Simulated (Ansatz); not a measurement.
One change: `OPN[SiH3]` becomes `[SiH3]NPS`.

Ansatz, PBE0-D4/def2-TZVP geometries, multiplicity 1. Each molecule was computed in one conformer, which needn't be the lowest.

```json
{"property": "ideal-gas entropy at 298 K and 1 bar (rigid rotor, harmonic PBE0-D4/def2-TZVP) / J/(mol·K)", "`OPN[SiH3]`": "342"}
{"property": "HOMO energy (ωB97M-V/def2-TZVPP) / eV", "`OPN[SiH3]`": "-9.25"}
{"property": "HOMO–LUMO gap (PBE0/def2-TZVPP) / eV", "`OPN[SiH3]`": "6.98"}
{"property": "LUMO energy (PBE0/def2-TZVPP) / eV", "`OPN[SiH3]`": "-0.04"}
{"property": "HOMO energy (PBE/def2-TZVPP) / eV", "`OPN[SiH3]`": "-5.79"}
{"property": "HOMO energy (PBE0/def2-TZVPP) / eV", "`OPN[SiH3]`": "-7.02"}
```

Q: Give the same properties after the change, and the shifts. (Estimate.)

A: Computed: 
```csv
property,`[SiH3]NPS`,shift
"ideal-gas entropy at 298 K and 1 bar (rigid rotor, harmonic PBE0-D4/def2-TZVP) / J/(mol·K)",353,11
HOMO energy (ωB97M-V/def2-TZVPP) / eV,-9.19,0.06
HOMO–LUMO gap (PBE0/def2-TZVPP) / eV,6.85,-0.13
LUMO energy (PBE0/def2-TZVPP) / eV,-0.23,-0.19
HOMO energy (PBE/def2-TZVPP) / eV,-5.94,-0.15
HOMO energy (PBE0/def2-TZVPP) / eV,-7.07,-0.05
```

With PBE0 the HOMO falls by 0.05 eV and the LUMO falls by 0.19 eV, so the gap narrows by about 0.14 eV. PBE moves the HOMO by -0.15 eV and ωB97M-V by 0.06 eV. Modes under 60 cm⁻¹, often nearly free rotors, make the harmonic entropy too high.
